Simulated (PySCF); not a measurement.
Start geometry of Ge(SMe)Cl3 (`C[S][Ge]([Cl])([Cl])[Cl]`) from GFN2-xTB (Å):
```
atom  x, y, z in Å
Ge1   -0.3255    0.7919   -1.1257
S2    -0.4332    0.7830    1.1085
C3     0.3024   -0.8414    1.3545
H4    -0.1471   -1.6077    0.9241
H5     0.3955   -0.9834    2.4254
H6     1.3550   -0.8267    0.9594
Cl7    1.6578    0.8434   -1.8825
Cl8   -1.3217    2.6239   -1.8821
Cl9   -1.3504   -0.8526   -1.9072
```

Q: What comes out of this run: PBE0-D3(BJ)/def2-SVP geometry optimisation, gas phase in PySCF 2.14.0?

A: 
```
atom  x, y, z in Å
Ge1   -0.358    0.830   -1.108
S2    -0.480    0.788    1.071
C3     0.352   -0.811    1.346
H4    -0.216   -1.634    0.890
H5     0.378   -0.951    2.435
H6     1.380   -0.794    0.959
Cl7    1.674    0.768   -1.789
Cl8   -1.280    2.607   -1.840
Cl9   -1.317   -0.873   -1.991
```

The energy falls by 42.9 kJ/mol over 5 energy and gradient evaluations, the largest force component goes from 0.0796 to 3.9e-04 Eh/bohr, and the atoms move by 0.067 Å rms after alignment. The bond that changes most is C3–H4 (ends: carbon bonded to S and 3 H; hydrogen on carbon), which lengthens by 0.111 Å. Bonds longer at the end by more than 0.005 Å: 5 of 8; shorter: 3. Among the angles that change most is S2–C3–H4, from 117.0° to 111.0°. Rotational constants go from 1193, 890.1, 875.9 to 1183, 916.4, 890.9 MHz. The orientation of the end geometry is arbitrary; only internal coordinates are fixed.

The run used 133 basis functions and 35 SCF cycles in all.

Not checked by PBE0-D3(BJ)/def2-SVP frequencies.
